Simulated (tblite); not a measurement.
Compound: C₄H₇ClO₄Si.
Cartesian coordinates in Å at the GFN2-xTB level; atoms count from 1:
```xyz
17
C4H7ClO4Si angstrom
O      3.0576   -1.4658   -0.0733
C      2.9736   -0.4851    0.5953
O      1.9453    0.3627    0.6470
C      0.8023    0.0294   -0.1157
C      0.0333    1.3199   -0.4119
O     -1.1070    1.0848   -1.1849
C     -2.1727    0.4613   -0.4614
Si    -1.5154   -1.1913    0.2447
Cl    -2.3265   -1.7249    1.9785
O      0.0333   -0.8544    0.6235
H      3.7584   -0.1100    1.2718
H      1.1159   -0.4572   -1.0517
H     -0.2240    1.7881    0.5487
H      0.6710    1.9934   -0.9877
H     -2.9742    0.3545   -1.1908
H     -2.5236    1.1508    0.3205
H     -1.5542   -2.2442   -0.7625
```

Level: GFN2-xTB in tblite, geometry and Hessian alike; calculated harmonic values, unscaled, isolated species. This tight-binding method is rough: wavenumbers can miss measured ones by several per cent, in bad cases by 10 to 20. Modes of hydrogen on silicon can be 10 to 20 % off. One conformer, not necessarily the lowest.

Harmonic wavenumbers (cm⁻¹): 31.3, 67.3, 75.4, 123.8, 183.8, 217.7, 240.5, 280.8, 307.9, 365.3, 421.5, 491.1, 521.8, 559.7, 647.8, 688.7, 726.4, 748.4, 793.8, 832.5, 933.2, 940.5, 979.1, 1025.8, 1074.9, 1095.4, 1114.2, 1152.9, 1180.3, 1250.7, 1264.0, 1273.2, 1319.4, 1324.5, 1343.0, 1441.5, 1445.6, 1806.9, 2299.6, 2845.0, 2858.0, 2882.6, 2899.0, 2992.2, 3003.7.

A = 1465, B = 668.6, C = 508.7 MHz; mass 181.980 u (most abundant isotopes); point group C1, symmetry number 1.

What is the zero-point energy?

Half the sum of the wavenumbers: 25035 cm⁻¹ = 71.58 kcal/mol.

Entropy at 200 K, 1 bar (ideal gas, RRHO, classical rotation)?

Translation 39.55, rotation 29.66, vibration 21.70: S = 90.9 cal/(mol K).

And Cp and H(200 K) − H(0)?

Cp = 29.93 cal/(mol K), of which vibrations give 21.98 (their classical limit is 45 R = 89.4); H(200 K) − H(0) = 3.87 kcal/mol without the zero-point energy, 2.28 from vibrations.

Which modes carry the vibrational entropy at 200 K?

31.3 cm⁻¹: 4.95; 67.3 cm⁻¹: 3.45; 75.4 cm⁻¹: 3.23; 123.8 cm⁻¹: 2.28; 183.8 cm⁻¹: 1.57; 217.7 cm⁻¹: 1.29 cal/(mol K); the other 39 give 4.93 together.

Blend soft modes into free rotors: weight 1/[1 + (100 cm⁻¹/ν̃)⁴] for the oscillator and the rest for a rotor with moment μB/(μ + B), μ = h/(8π²ν), B = 10⁻⁴⁴ kg m². What vibrational entropy results?

19.57 cal/(mol K) in place of 21.70, which changes −T·S at 200 K by +0.43 kcal/mol.

How do the functions run with temperature in this model?

| T (K) | S (cal/(mol K)) | Cp (cal/(mol K)) | H − H(0) (kcal/mol) | G − H(0) (kcal/mol) | ln q(vib) |
| --- | --- | --- | --- | --- | --- |
| 150 | 83.0 | 24.9 | 2.50 | -9.96 | 3.74 |
| 250 | 98.1 | 35.0 | 5.49 | -19.04 | 6.61 |
| 298.15 | 104.7 | 39.8 | 7.29 | -23.92 | 7.96 |
| 400 | 117.7 | 49.2 | 11.84 | -35.26 | 10.77 |
| 600 | 140.5 | 63.0 | 23.16 | -61.15 | 16.07 |
| 900 | 168.6 | 75.2 | 44.07 | -107.67 | 23.36 |

q(vib) and H(0) count from the zero-point level.

What must be added to the electronic energy to get the Gibbs energy at 200 K and 1 bar?

ZPE + [H(200 K) − H(0)] − T·S = 71.58 + 3.87 − 18.18 = 57.27 kcal/mol.

Hindered rotation and anharmonicity are outside this model. Other conformers, if any are populated, would add a mixing term that is left out. The structure is chiral; the term R ln 2 for an equal mix with its mirror image is left out.
